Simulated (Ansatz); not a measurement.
TiF2Cl2 (TiCl2F2). Charge 0, multiplicity 1. Geometry B3LYP-D4/def2-SVP.

```xyz
5

Ti    0.0223    0.0674    0.0645
F    -0.9113    1.4813    0.4061
F     1.4232    0.0663    1.0768
Cl    0.6372    0.0917   -2.0244
Cl   -1.1715   -1.7067    0.4770
```

B3LYP takes the VWN-RPA correlation.

Task: Estimate the orbital energies around the gap (eV) in Ansatz with PBE-D4/def2-SVP, revPBE-D4/def2-TZVP, BLYP-D4/def2-TZVP, B3LYP-D4/def2-TZVP, PBE0-D4/def2-SVP.

Result: 
| orbital | PBE-D4/def2-SVP | revPBE-D4/def2-TZVP | BLYP-D4/def2-TZVP | B3LYP-D4/def2-TZVP | PBE0-D4/def2-SVP |
| --- | --- | --- | --- | --- | --- |
| HOMO−9 | -11.12 | -11.30 | -11.30 | -13.16 | -13.35 |
| HOMO−8 | -11.09 | -11.25 | -11.24 | -13.08 | -13.30 |
| HOMO−7 | -10.96 | -11.11 | -11.11 | -12.95 | -13.16 |
| HOMO−6 | -10.40 | -10.59 | -10.59 | -12.42 | -12.60 |
| HOMO−5 | -9.79 | -9.89 | -9.79 | -11.22 | -11.46 |
| HOMO−4 | -9.54 | -9.66 | -9.56 | -11.00 | -11.24 |
| HOMO−3 | -9.00 | -9.13 | -9.04 | -10.43 | -10.63 |
| HOMO−2 | -8.56 | -8.71 | -8.62 | -9.98 | -10.16 |
| HOMO−1 | -8.46 | -8.61 | -8.52 | -9.87 | -10.06 |
| HOMO | -8.22 | -8.37 | -8.28 | -9.58 | -9.75 |
| LUMO | -4.28 | -4.34 | -4.32 | -3.87 | -3.69 |
| LUMO+1 | -4.22 | -4.27 | -4.26 | -3.77 | -3.58 |
| LUMO+2 | -3.50 | -3.56 | -3.58 | -3.19 | -2.98 |
| LUMO+3 | -3.08 | -3.16 | -3.19 | -2.74 | -2.49 |
| LUMO+4 | -2.76 | -2.85 | -2.90 | -2.45 | -2.16 |
| LUMO+5 | -0.52 | -0.59 | -0.69 | -0.36 | -0.01 |
